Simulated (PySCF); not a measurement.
Two species compared at the same levels of theory.

First species: C8H8F2.
SMILES: `C#C[C@H](C)C(=C)C=C(F)F`

Second species: C8H8F2.
Structure used (GFN2-xTB), in Å, numbered top down from 1:
```
atom  x, y, z in Å
C1    -1.3730   -1.0471   -2.1622
C2    -1.2669   -0.8980   -0.9793
C3    -1.1113   -0.7336    0.4540
C4     0.3417   -0.8375    0.8473
C5     0.7727   -1.8806    1.5586
C6     1.2989    0.1722    0.4331
C7     1.1183    1.3499   -0.1652
F8     2.2396    2.0701   -0.4411
C9    -0.1144    2.0827   -0.5983
F10   -0.9103    2.4104    0.4808
H11   -1.4839   -1.1751   -3.1973
H12   -1.5253    0.2285    0.7616
H13   -1.6787   -1.5215    0.9559
H14    1.8053   -1.9870    1.8445
H15    0.1067   -2.6600    1.8868
H16    2.3300   -0.0730    0.6579
H17    0.1727    3.0253   -1.0740
H18   -0.7310    1.4807   -1.2747
```

Levels: PBE0/pcSseg-1 for dipole moment, HOMO energy, LUMO energy and HOMO–LUMO gap; GFN2-xTB for rotational constant A and rotational constant C. Geometries: GFN2-xTB. Each species is one conformer at its optimised geometry, gas phase, non-relativistic unless stated. Electronic properties by PySCF.

The conformers computed, where there is a choice (atom-mapped SMILES and torsion angles):
- `[CH:1]#[C:2][C@H:3]([CH3:4])[C:5](=[CH2:6])[CH:7]=[C:8]([F:9])[F:10]`: C2–C3–C5–C6 22°, C3–C5–C7–C8 5°
- `[CH:1]#[C:2][CH2:3][C:4](=[CH2:5])/[CH:6]=[C:7](/[F:8])[CH2:9][F:10]`: C2–C3–C4–C5 -111°, C3–C4–C6–C7 8°, C6–C7–C9–F10 63°

```json
{"property": "dipole moment", "column X": "0.99 D", "column Y": "1.38 D"}
{"property": "HOMO energy", "column X": "-6.84 eV", "column Y": "-6.90 eV"}
{"property": "LUMO energy", "column X": "-0.81 eV", "column Y": "-1.23 eV"}
{"property": "HOMO–LUMO gap", "column X": "6.03 eV", "column Y": "5.67 eV"}
{"property": "rotational constant A", "column X": "2.606 GHz", "column Y": "1.512 GHz"}
{"property": "rotational constant C", "column X": "0.657 GHz", "column Y": "0.826 GHz"}
```

Q: Which column belongs to which species?

A: Column X is the first species and column Y the second. The first has 18 atoms and 74 electrons, the second 18 and 74.

Q: How does each property change from the first species to the second?

A: dipole moment +0.39 D; HOMO energy -0.06 eV; LUMO energy -0.42 eV; HOMO–LUMO gap -0.36 eV; rotational constant A -1.094 GHz; rotational constant C +0.169 GHz.

On the first: In atomic units the dipole is 0.39 e·bohr (1 au = 2.5417 D).

On the second: A dipole of 1.38 D is allowed in C1, and pure rotational transitions are dipole-allowed. The dipole equals about 4.6 × 10⁻³⁰ C·m (1 D = 3.33564 × 10⁻³⁰ C·m).
